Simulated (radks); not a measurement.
The numbers below are computed, except where a source is named.
I+, configuration [Kr] 4d10 5s2 5p3 7s1 (not the ground configuration). Code: a radial shooting solver on a logarithmic mesh with Libxc functionals. Model: scalar-relativistic Kohn-Sham, PBE, spin-polarised, spherical densities, finite nucleus; open shells are filled with parallel spins first (spin-orbit coupling, left out, can overturn this in heavy ions); Fermi nuclear charge, rms radius 4.75 fm.

Local quantities along the radius. ELF = 1/(1 + alpha^2) is the electron localisation function; alpha = (tau - tau_W)/tau_unif compares the Pauli kinetic energy density with that of the uniform gas (summed over spins). tau is taken from the large components.

| r (bohr) | ELF | alpha |
|---|---|---|
| 0.001317 | 0.999 | 0.02351 |
| 0.001814 | 0.999 | 0.02430 |
| 0.002518 | 0.999 | 0.02624 |
| 0.003496 | 0.999 | 0.02989 |
| 0.004852 | 0.999 | 0.03646 |
| 0.006682 | 0.998 | 0.04819 |
| 0.009276 | 0.995 | 0.07188 |
| 0.01288 | 0.985 | 0.1244 |
| 0.01788 | 0.938 | 0.2570 |
| 0.02462 | 0.735 | 0.6011 |
| 0.03417 | 0.381 | 1.274 |
| 0.04744 | 0.362 | 1.326 |
| 0.06533 | 0.643 | 0.7446 |
| 0.09069 | 0.746 | 0.5840 |
| 0.1259 | 0.467 | 1.067 |
| 0.1748 | 0.365 | 1.319 |
| 0.2407 | 0.708 | 0.6421 |
| 0.3341 | 0.685 | 0.6781 |
| 0.4638 | 0.193 | 2.047 |
| 0.6439 | 0.647 | 0.7390 |
| 0.8867 | 0.730 | 0.6083 |
| 1.231 | 0.364 | 1.323 |
| 1.709 | 0.445 | 1.117 |
| 2.372 | 0.758 | 0.5656 |
| 3.267 | 0.461 | 1.080 |
| 4.535 | 0.253 | 1.719 |
| 6.295 | 0.009 | 10.53 |
| 8.669 | 1.000 | 0.001719 |
| 12.03 | 1.000 | 3.625e-06 |
| 16.71 | 1.000 | 9.313e-09 |

On this mesh the ELF has minima near r = 0.040, 0.15, 0.46, 1.4 bohr, which separate the shells, and maxima near 0.091 (0.75), 0.28 (0.76), 0.76 (0.77), 2.4 (0.76).
